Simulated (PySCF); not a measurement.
fluoro(prop-1-en-2-yloxy)borinic acid (C₃H₆BFO₂), SMILES O(B(F)O)C(C)=C.

Geometry: ωB97X-D3(BJ)/def2-SVP. The values are those of a single conformer.

Vertical ionisation energy (IE) and electron affinity (EA) in eV. Rows of orbital energies are one-electron estimates. Where ΔSCF, EOM or ADC give a negative EA the extra electron is unbound and the value depends on the basis.

```csv
level,IE,EA
"−ε(HOMO), −ε(LUMO), ωB97X/def2-TZVP (PySCF)",9.37,-2.55
"−ε(HOMO), −ε(LUMO), PBE/def2-TZVP (PySCF)",?,?
```

Task: Fill in the missing entries. (The exact figures need the calculation; the answer reports its results.)

Result: 
- −ε(HOMO), −ε(LUMO), PBE/def2-TZVP (PySCF), IE: 5.83
- −ε(HOMO), −ε(LUMO), PBE/def2-TZVP (PySCF), EA: 0.66
